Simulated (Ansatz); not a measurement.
Reaction (cleavage of the Si–B bond): `NB(F)[SiH3]` + `[OH][GeH3]` → `[SiH3][O][GeH3]` + `NBF`

Computed with Ansatz on PBE0-D4/def2-TZVP structures; ΔE is electronic, products minus reactants. CCSD(T)/CBS adds triple-zeta CCSD(T) − MP2 to the extrapolated MP2 energy (def2 sets, frozen cores). This one scheme is used for every species. DFT in def2-TZVPP. B3LYP here is the variant with VWN-RPA as its local correlation; programs differ in this. For Ge outer-core shells are correlated without core-valence functions, which leaves a few kJ/mol of doubt a bond. Scalar relativity is left out up to krypton. One conformer a species, not always the lowest.

```csv
level,ΔE (kJ/mol),difference from CCSD(T)/CBS
BLYP-D4,-116.1,8.3
PBE0-D4,-108.4,16.0
B3LYP-D4,-123.2,1.2
r2SCAN0-D4,-122.0,2.4
BHLYP-D4,-136.2,-11.8
ωB97X-V,-120.1,4.3
B2PLYP,-127.5,-3.1
PBE,-98.0,26.4
r2SCAN,-117.0,7.4
PBE0,-107.8,16.6
CAM-B3LYP,-127.4,-3.0
HF/def2-SVP,-141.2,-16.8
MP2/def2-TZVPP,-132.0,-7.6
SCS-MP2/def2-TZVPP,-135.3,-10.9
CCSD/def2-TZVPP,-127.4,-3.0
HF/def2-QZVPP,-152.7,-28.3
CCSD(T)/CBS,-124.4,0
```

Largest T1 diagnostic among the species: 0.013.

From r2SCAN to r2SCAN0 (25 % exact exchange), in def2-TZVPP and without D4, ΔE moves by −4.8 kJ/mol. Leaving LDA and LC-ωPBE aside and taking each functional with its dispersion term where it has one, the values, not all of them listed here, spread over 37.7 kJ/mol, from BHLYP-D4 to revPBE-D4. At CCSD(T), def2-SVP lies +6.2 kJ/mol from the extrapolated value and def2-TZVPP +0.5 kJ/mol.
